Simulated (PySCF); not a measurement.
TiCl2, SMILES [Cl][Ti][Cl] (connectivity only; charge and spin as stated), neutral, multiplicity 3. Atoms are numbered in the order given.

```xyz
3

Ti     0.0000     0.0000     0.0000
Cl     0.0000     0.0000    -2.2358
Cl     0.0000     0.0000     2.2358
```
Charge 0, spin multiplicity 3.

Geometry optimised at PBE0-D3(BJ)/def2-TZVP. The spin state was assumed, not searched.

The numbers are results of CAM-B3LYP/def2-TZVPD (PySCF), not measurements.

Mulliken values depend strongly on the basis, most of all with diffuse functions as here. ESP charges are fitted to the potential on shells at 1.4 to 2.0 van der Waals radii. Atomic charges (e):

```tsv
atom	Mulliken	meta-Löwdin	ESP fit	Mulliken spin
Ti1	0.82	1.07	___	2.07
Cl2	-0.41	-0.54	___	-0.04
Cl3	-0.41	-0.54	___	-0.04
```

### Question
Some entries are withheld; supply them. (The exact figures need the calculation; the answer reports its results.)

### Answer

- Ti1, ESP fit: 0.65
- Cl2, ESP fit: -0.32
- Cl3, ESP fit: -0.32
